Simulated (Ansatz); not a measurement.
Consider the formal exchange of groups at a Ge–F bond: `[F][GeH2][GeH3]` + `[OH][GeH2][GeH3]` → `[GeH3][GeH2][GeH2][GeH3]` + `OF`.

Computed with Ansatz on PBE0-D4/def2-TZVP structures; ΔE is electronic, products minus reactants. CBS: MP2 limit from def2 TZ/QZ plus the TZ coupled-cluster correction, frozen cores. This one scheme is used for every species. DFT in def2-TZVPP. For Ge outer-core shells are correlated without core-valence functions, which leaves a few kJ/mol of doubt a bond. Scalar relativity is left out up to krypton. Each species was taken in one conformer, which may not be the lowest.

```csv
level,ΔE (kcal/mol)
B2PLYP,107.7
MP2/def2-SVP,106.8
```

(1) What does CCSD(T)/CBS give? (An estimate is asked.)

Largest T1 diagnostic among the species: 0.012.

## Answers

(1) The calculation gave: +105.4 kcal/mol. The listed levels differ from it by 2.3, 1.4 kcal/mol.

From BLYP to BHLYP (50 % exact exchange), in def2-TZVPP and without D4, ΔE moves by +9.2 kcal/mol. In def2-TZVPP, CCSD(T) changes the Hartree–Fock value by −14.8 kcal/mol (the triples alone add −2.3 kcal/mol) and MP2 by −9.2 kcal/mol. Leaving LDA and LC-ωPBE aside and taking each functional with its dispersion term where it has one, the values, not all of them listed here, spread over 12.5 kcal/mol, from revPBE-D4 to BHLYP-D4. LDA lies +1.0 kcal/mol from PBE without D4.
